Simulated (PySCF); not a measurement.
Isomers of C7H8O2Si, mass 152.029 u with the commonest isotopes. Theory: PBE0/pcSseg-1 in PySCF (dipole) on a GFN2-xTB geometry, gas phase. One conformer each, none proved a minimum here; rigid rotors.

Question: Order these by rotational constant A, largest first.
A. `[CH2:1]=[C:2]([CH:3]=[O:4])[SiH2:5][c:6]1[cH:7][cH:8][cH:9][o:10]1` with C1–C2–C3–O4 180°, C1–C2–Si5–C6 0°, C2–Si5–C6–C7 126°
B. `[O:1]=[CH:2][c:3]1[cH:4][cH:5][cH:6][cH:7][c:8]1[O:9][SiH3:10]` with O1–C2–C3–C4 0°, C7–C8–O9–Si10 0°
C. `[CH2:1]=[C:2]=[C:3]([SiH2:4][C:5]#[C:6][CH3:7])[C:8](=[O:9])[OH:10]` with C2–C3–Si4–C5 117°, C2–C3–C8–O9 -5°, C3–C8–O10–H 179°
D. `[CH2:1]=[CH:2][CH2:3][C:4]1=[CH:5][C:6](=[O:7])[SiH2:8][C:9]1=[O:10]` with C1–C2–C3–C4 122°, C2–C3–C4–C5 -27°, C4–C5–C6–O7 -168°, C5–C6–Si8–C9 -14°, C6–Si8–C9–O10 -163°, C3–C4–C9–Si8 168°

Answer: A (3114 MHz), D (1780 MHz), B (1582 MHz), C (1550 MHz).

Question: Order these by rotational constant C, smallest first.
A. `[O:1]=[CH:2][c:3]1[cH:4][cH:5][cH:6][cH:7][c:8]1[O:9][SiH3:10]` with O1–C2–C3–C4 0°, C7–C8–O9–Si10 0°
B. `[CH2:1]=[C:2]=[C:3]([SiH2:4][C:5]#[C:6][CH3:7])[C:8](=[O:9])[OH:10]` with C2–C3–Si4–C5 117°, C2–C3–C8–O9 -5°, C3–C8–O10–H 179°
C. `[CH2:1]=[C:2]([CH:3]=[O:4])[SiH2:5][c:6]1[cH:7][cH:8][cH:9][o:10]1` with C1–C2–C3–O4 180°, C1–C2–Si5–C6 0°, C2–Si5–C6–C7 126°

Answer: C (548.0 MHz), B (562.8 MHz), A (583.4 MHz).

Question: Order these by out-of-plane moment Σ m c² = (Ia + Ib − Ic)/2, largest first.
A. `[O:1]=[CH:2][c:3]1[cH:4][cH:5][cH:6][cH:7][c:8]1[O:9][SiH3:10]` with O1–C2–C3–C4 0°, C7–C8–O9–Si10 0°
B. `[CH2:1]=[CH:2][CH2:3][C:4]1=[CH:5][C:6](=[O:7])[SiH2:8][C:9]1=[O:10]` with C1–C2–C3–C4 122°, C2–C3–C4–C5 -27°, C4–C5–C6–O7 -168°, C5–C6–Si8–C9 -14°, C6–Si8–C9–O10 -163°, C3–C4–C9–Si8 168°
C. `[CH2:1]=[C:2]=[C:3]([SiH2:4][C:5]#[C:6][CH3:7])[C:8](=[O:9])[OH:10]` with C2–C3–Si4–C5 117°, C2–C3–C8–O9 -5°, C3–C8–O10–H 179°
D. `[CH2:1]=[C:2]([CH:3]=[O:4])[SiH2:5][c:6]1[cH:7][cH:8][cH:9][o:10]1` with C1–C2–C3–O4 180°, C1–C2–Si5–C6 0°, C2–Si5–C6–C7 126°

Answer: C (97.77 u·Å²), D (33.16 u·Å²), B (16.11 u·Å²), A (2.88 u·Å²).

| SMILES | point group | Ia (u·Å²) | Ib (u·Å²) | Ic (u·Å²) | κ | μa (D) | μb (D) | μc (D) |
| --- | --- | --- | --- | --- | --- | --- | --- | --- |
| C=C=C([SiH2]C#CC)C(=O)O | C1 | 325.99 | 767.45 | 897.91 | -0.81 | 1.76 | 0.73 | 0.09 |
| O=Cc1ccccc1O[SiH3] | Cs | 319.40 | 552.65 | 866.29 | -0.34 | 3.12 | 3.17 | 0.00 |
| C=C(C=O)[SiH2]c1ccco1 | C1 | 162.30 | 826.24 | 922.23 | -0.95 | 2.26 | 2.44 | 1.14 |
| C=CCC1=CC(=O)[SiH2]C1=O | C1 | 283.98 | 644.63 | 896.40 | -0.64 | 1.46 | 0.19 | 1.06 |
